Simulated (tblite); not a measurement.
Method: GFN2-xTB as coded in tblite; computed harmonic values from a numerical Hessian at the method's own geometry, unscaled. The method is semi-empirical: single wavenumbers can be off by several per cent or more. Modes of hydrogen on silicon can be 10 to 20 % off. One conformer each. Thermal functions are those of the rigid rotor and harmonic oscillator, without mixing of conformers.

Task: Order these by their heat capacity Cp at 200 K, highest first (J/(mol K)).
A. `N#C[C@H]1CC[SiH2]OC1`
B. `C=CCN(C)N[SiH3]`
C. `CC[C@@H]1CC[SiH2]N1`
D. `[SiH3]OCOC(=S)O[SiH3]`

Result: D (133.0), B (120.4), C (105.8), A (102.2).

| SMILES | atoms | mass (u) | symmetry number | modes under 300 cm⁻¹ | ZPE (kJ/mol) | S translation (J/(mol K)) | S rotation | S vibration | S | Cp |
| --- | --- | --- | --- | --- | --- | --- | --- | --- | --- | --- |
| [SiH3]OCOC(=S)O[SiH3] | 16 | 167.97 | 1 | 9 | 251.7 | 164.5 | 121.7 | 105.2 | 391.3 | 133.0 |
| C=CCN(C)N[SiH3] | 19 | 116.08 | 1 | 7 | 397.7 | 159.8 | 115.3 | 86.4 | 361.5 | 120.4 |
| CC[C@@H]1CC[SiH2]N1 | 20 | 115.08 | 1 | 5 | 448.4 | 159.7 | 113.3 | 57.1 | 330.1 | 105.8 |
| N#C[C@H]1CC[SiH2]OC1 | 17 | 127.05 | 1 | 5 | 342.5 | 161.0 | 115.3 | 50.5 | 326.7 | 102.2 |

Entropies and Cp are for 200 K and 1 bar.
